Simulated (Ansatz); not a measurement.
`O[SiH]([SiH3])O[SiH3]` + HCl → `O[SiH]([SiH3])Cl` + `O[SiH3]` at 500 K and 1 bar (ligand exchange at the Si–O bond).

Program: Ansatz. Geometries: PBE0-D4/def2-TZVP. ΔE: electronic, gas phase. CCSD(T)/CBS adds triple-zeta CCSD(T) − MP2 to the extrapolated MP2 energy (def2 sets, frozen cores). This one scheme is used for every species. One conformer a species, not always the lowest.

```csv
species,CCSD(T)/CBS energy (Eh),H − E (kJ/mol),S (J/(mol·K))
`O[SiH]([SiH3])O[SiH3]`,-1022.52413,268.3,508.0
HCl,-460.38127,32.5,201.9
`O[SiH]([SiH3])Cl`,-1116.20942,177.1,416.7
`O[SiH3]`,-366.69042,127.5,292.9
```

H − E and S are ideal-gas, rigid-rotor, harmonic terms from PBE0-D4/def2-TZVP, for one conformer and one mirror image of each species. 1 Eh = 2625.50 kJ/mol, R = 8.31446 J/(mol·K).

Task: By hand: ΔE, ΔH, ΔS and ΔG.

Result: ΔE = (-1116.20942) + (-366.69042) − (-1022.52413) − (-460.38127) = 0.00556 Eh = 14.6 kJ/mol. Δ(H − E) = 177.1 + 127.5 − 268.3 − 32.5 = 3.8, so ΔH = 18.4 kJ/mol. ΔS = 416.7 + 292.9 − 508.0 − 201.9 = -0.3 J/(mol·K). ΔG = 18.4 − 500 × (-0.3)/1000 = 18.5 kJ/mol.

Task: By hand: the equilibrium constant, and the temperature at which ΔG would vanish if ΔH and ΔS stayed fixed.

Result: log₁₀ K = −ΔG/(RT ln 10) = -1.9. ΔH and −TΔS have one sign here, so there is no such temperature. One of them is within its doubt of zero, so this could turn.

The number of gas molecules stays the same, so ΔS is small and ΔH decides. A doubt of 5 kJ/mol in ΔE shifts log₁₀ K by 0.5 here. Other conformers and mirror images would add mixing entropy, several J/(mol·K) or more a flexible species. Modes under 60 cm⁻¹, often nearly free rotors, make the harmonic entropy too high. These are equilibria of isolated gas molecules and say nothing of rates. Largest T1 diagnostic: 0.013 (customary marks: 0.02 for closed shells, 0.045 for open ones).
